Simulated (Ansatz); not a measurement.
Relaxed structures of InBH3F, singlet (PBE0-D4/def2-TZVP; forces vanish, vibrations not checked; lower isomers may exist, and structures with a doubtful reference or unclear bonds are left out; Å). Ansatz 0.2.0; basis: def2-TZVPP; cores frozen in the correlated methods. Filled d shells of the heavier atoms are correlated. Core potentials replace the inner electrons of the atoms past krypton. The def2 sets are not built for correlating such inner shells, so the correlated values are less sure here.

Q: Rank them by CCSD(T) energy, lowest first, and give each one's height above the lowest. Links in brackets join atoms within 1.22 times the sum of their covalent radii (1.1 for two metals). (To be estimated.)
A.
InBH₃F ([BH2][InH][F])
```
6
angstrom
B -0.9100 0.2727 -0.8207
In 0.6818 0.0273 0.7347
F 1.4266 -1.7939 0.5786
H -2.0457 -0.0151 -0.5898
H -0.6474 0.6795 -1.9122
H 1.4947 0.8294 2.0095
```
B.
InBH₃F ([F][BH2][InH])
```
6
angstrom
B -0.5459 -0.4349 -0.6314
In 0.6440 0.9371 0.9840
F -1.6471 0.0922 -1.2049
H -0.7042 -1.2848 0.2234
H 0.4652 -0.5028 -1.3029
H 1.9957 1.1648 2.1365
```
C.
a complex of InBH₂ ([BH2][In]) + HF
```
6
angstrom
B -1.3204 -0.3854 -1.5955
In 0.1999 0.0036 0.2129
F 2.4022 0.5718 2.8356
H -2.4242 -0.8347 -1.4339
H -1.0439 -0.1483 -2.7417
H 1.8058 0.4173 2.1256
```

A: By the calculation: B (0.00 kcal/mol), A (23.52 kcal/mol), C (42.15 kcal/mol). Heights count from the lowest.

T1 diagnostic: at most 0.016. The restricted Hartree–Fock reference is unstable towards an unrestricted one at one or more of these structures.

For scale, one of the runs: CCSD(T)/def2-TZVPP, 154 basis functions, launched by `ansatz run in.yaml --threads 2 --pin off --events-out ev --progress --plain --max-ram 4352MiB`. Time: 37 s of wall clock on 2 CPU threads of an Arm Neoverse V2; the host was shared. Peak host memory: 1.2 GiB.
